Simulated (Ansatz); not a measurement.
Reaction (formal exchange of groups at the Al–N bond): `C[N](C)[AlH][F]` + `BF` → `F[BH][AlH][F]` + `CNC`

Gas-phase electronic energies from Ansatz, PBE0-D4/def2-TZVP geometries. CCSD(T)/CBS is the MP2 limit (def2-TZVPP, def2-QZVPP) plus CCSD(T) − MP2 in def2-TZVPP, frozen cores. This one scheme is used for every species. Functionals use def2-TZVPP. One conformer a species, not always the lowest.

| species | PBE0 energy (Eh) |
| --- | --- |
| `C[N](C)[AlH][F]` | -477.27392 |
| `BF` | -125.84096 |
| `F[BH][AlH][F]` | -468.01751 |
| `CNC` | -135.04963 |

Work out ΔE.

ΔE = (-468.01751) + (-135.04963) − (-477.27392) − (-125.84096) = 0.04774 Eh = +30.0 kcal/mol. CCSD(T)/CBS gives +33.4 kcal/mol.

Largest T1 diagnostic among the species: 0.014.

Leaving LDA and LC-ωPBE aside and taking each functional with its dispersion term where it has one, the values, not all of them listed here, spread over 4.2 kcal/mol, from PBE-D4 to BHLYP-D4. LDA lies +2.7 kcal/mol from PBE without D4. The D4 term adds +1.6 kcal/mol with B3LYP and +0.9 kcal/mol with PBE0; it sums over pairs of atoms, weighted by their polarisabilities, and B3LYP, whose exchange is more repulsive, gets the larger term.

B3LYP here is the variant with VWN-RPA as its local correlation; programs differ in this.
